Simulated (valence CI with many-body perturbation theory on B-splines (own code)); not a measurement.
Energy levels of Se+

Method: relativistic CI+MBPT: five valence electrons over a frozen Dirac-Fock core [Ar] 3d10, a basis of 9 s, 9 p, 8 d, 6 f, 3 g, 1 h functions for each j, with the one-electron correlation potential Σ1 (screened to all orders), the two-electron term Σ2, the three-electron term Σ3, Breit, model QED; selected single and double excitations, second order for the rest, scaled by the run's own slope (own B-spline code, finite nucleus).

Against 14 measured levels this calculation errs by 171 cm⁻¹ on average and by 343 at most. These come from a selection out of the NIST Handbook of Basic Atomic Spectroscopic Data. Levels without a partner in it may be off by more. Among the levels kept, up to 1500 cm⁻¹ of a level comes from second order outside the variational space, and about a tenth of that is noise between levels of different J, which matters for small intervals.

Levels 1 to 45 of 51, with energies above the lowest level, 4s2 4p3 4S°_3/2. "Leading %" is the weight of the configuration and term that name the level; weights of strongly mixed levels are sums over their largest components and can fall short. In the jj column 3d3/2^4 stands for four electrons in 3d with j = 3/2. Lifetimes count E1, E2, E3, M1 and M2 decay at the calculated energies, and are blank where another channel may lead or the interval is too uncertain; long ones can be off by a factor of two.

```
No.  Configuration  Term    J  E (cm⁻¹)  Leading %                     Leading jj  Lifetime
  1        4s2 4p3   4S°  3/2       0.0         95      4s^2 4p1/2 4p3/2^2 (51 %)          
  2        4s2 4p3   2D°  3/2     13214         90      4s^2 4p1/2 4p3/2^2 (43 %)    3.64 s
  3        4s2 4p3   2D°  5/2     13816         95      4s^2 4p1/2 4p3/2^2 (95 %)    59.4 s
  4        4s2 4p3   2P°  1/2     23085         94      4s^2 4p1/2 4p3/2^2 (94 %)    315 ms
  5        4s2 4p3   2P°  3/2     23933         88            4s^2 4p3/2^3 (68 %)    132 ms
  6         4s 4p4    4P  5/2     83553         78      4s 4p1/2^2 4p3/2^2 (58 %)   45.1 ns
  7         4s 4p4    4P  3/2     85245         78        4s 4p1/2 4p3/2^3 (68 %)   49.3 ns
  8         4s 4p4    4P  1/2     86095         78              4s 4p3/2^4 (30 %)   53.0 ns
  9     4s2 4p2 5s    4P  1/2     95140         88         4s^2 4p1/2^2 5s (61 %)   1.13 ns
 10     4s2 4p2 5s    4P  3/2     96630         90     4s^2 4p1/2 4p3/2 5s (90 %)   1.12 ns
 11     4s2 4p2 5s    4P  5/2     98553         90     4s^2 4p1/2 4p3/2 5s (47 %)   1.07 ns
 12     4s2 4p2 5s    2P  1/2     98770         80     4s^2 4p1/2 4p3/2 5s (72 %)    699 ps
 13     4s2 4p2 5s    2P  3/2    100087         31     4s^2 4p1/2 4p3/2 5s (19 %)   2.01 ns
 14     4s2 4p2 5s    2P  3/2    101119         34     4s^2 4p1/2 4p3/2 5s (24 %)   1.50 ns
 15         4s 4p4    2D  5/2    101305         55        4s 4p1/2 4p3/2^3 (42 %)    124 ns
 16     4s2 4p2 4d    4F  3/2    104432         82  4s^2 4p1/2 4p3/2 4d3/2 (41 %)   24.6 ns
 17     4s2 4p2 4d    2P  3/2    104607         43      4s^2 4p1/2^2 4d3/2 (14 %)   1.75 ns
 18     4s2 4p2 4d    4F  5/2    105000         85  4s^2 4p1/2 4p3/2 4d3/2 (48 %)   63.2 ns
 19     4s2 4p2 4d    2P  1/2    105662         61  4s^2 4p1/2 4p3/2 4d3/2 (33 %)   2.57 ns
 20     4s2 4p2 4d    4F  7/2    105942         87  4s^2 4p1/2 4p3/2 4d5/2 (66 %)   88.5 ns
 21     4s2 4p2 4d    4F  9/2    107273         91      4s^2 4p3/2^2 4d5/2 (50 %)    1.22 s
 22     4s2 4p2 5s    2D  5/2    108257         79         4s^2 4p3/2^2 5s (42 %)    937 ps
 23     4s2 4p2 5s    2D  3/2    108353         82         4s^2 4p3/2^2 5s (52 %)    895 ps
 24     4s2 4p2 4d    2F  5/2    108606         53  4s^2 4p1/2 4p3/2 4d3/2 (49 %)   4.84 ns
 25     4s2 4p2 4d    4D  1/2    109170         85  4s^2 4p1/2 4p3/2 4d3/2 (53 %)   16.4 ns
 26     4s2 4p2 4d    4D  7/2    109236         58  4s^2 4p1/2 4p3/2 4d5/2 (51 %)    177 ns
 27     4s2 4p2 4d    4D  3/2    109257         86  4s^2 4p1/2 4p3/2 4d5/2 (29 %)   13.1 ns
 28     4s2 4p2 4d    4D  5/2    110040         56  4s^2 4p1/2 4p3/2 4d5/2 (52 %)   6.58 ns
 29     4s2 4p2 4d    2F  7/2    112134         60      4s^2 4p3/2^2 4d5/2 (80 %)   9.20 ns
 30     4s2 4p2 5p   2S°  1/2    112824         66      4s^2 4p1/2^2 5p1/2 (42 %)   14.3 ns
 31     4s2 4p2 5p   4D°  1/2    114083         75  4s^2 4p1/2 4p3/2 5p1/2 (43 %)   11.0 ns
 32     4s2 4p2 5p   4D°  3/2    114506         78      4s^2 4p1/2^2 5p3/2 (44 %)   9.53 ns
 33     4s2 4p2 5p   4D°  5/2    115854         83  4s^2 4p1/2 4p3/2 5p3/2 (79 %)   9.44 ns
 34     4s2 4p2 5p   4P°  3/2    116567         36  4s^2 4p1/2 4p3/2 5p1/2 (45 %)   8.12 ns
 35     4s2 4p2 5p   4P°  1/2    117183         85  4s^2 4p1/2 4p3/2 5p3/2 (47 %)   8.23 ns
 36     4s2 4p2 5p   2D°  3/2    117528         66  4s^2 4p1/2 4p3/2 5p3/2 (83 %)   9.18 ns
 37     4s2 4p2 5p   4D°  7/2    117581         90  4s^2 4p1/2 4p3/2 5p3/2 (47 %)   9.48 ns
 38     4s2 4p2 5p   4P°  5/2    118189         52  4s^2 4p1/2 4p3/2 5p1/2 (42 %)   9.49 ns
 39     4s2 4p2 4d    2S  1/2    118334         49  4s^2 4p1/2 4p3/2 4d5/2 (18 %)   2.60 ns
 40     4s2 4p2 4d    4P  5/2    119045         74  4s^2 4p1/2 4p3/2 4d5/2 (33 %)    137 ps
 41     4s2 4p2 5p   4S°  3/2    119085         53      4s^2 4p3/2^2 5p1/2 (33 %)   6.42 ns
 42     4s2 4p2 4d    4P  3/2    120003         74  4s^2 4p1/2 4p3/2 4d3/2 (30 %)    133 ps
 43     4s2 4p2 5p   2D°  5/2    120169         58      4s^2 4p3/2^2 5p3/2 (57 %)   9.29 ns
 44     4s2 4p2 4d    2G  7/2    120232         89  4s^2 4p1/2 4p3/2 4d3/2 (46 %)   6.45 ns
 45     4s2 4p2 4d    2G  9/2    120455         91  4s^2 4p1/2 4p3/2 4d5/2 (50 %)   1.20 ms
```

Names give the largest LS component (configuration and term), which can be under half, so a name can repeat, a term be missing and a line seem to break the LS rules; names also repeat where a configuration has a term twice.

Where two levels of one J and parity lie close, their mixing, g and order are uncertain.

The ionisation energy to 4s2 4p2 3P_0 of the next ion comes out as 21.128 eV (NIST: 21.196 ± 0.01 eV (measured), further off than twice its uncertainty). All 51 levels together are meant to be complete up to 125568 cm⁻¹.
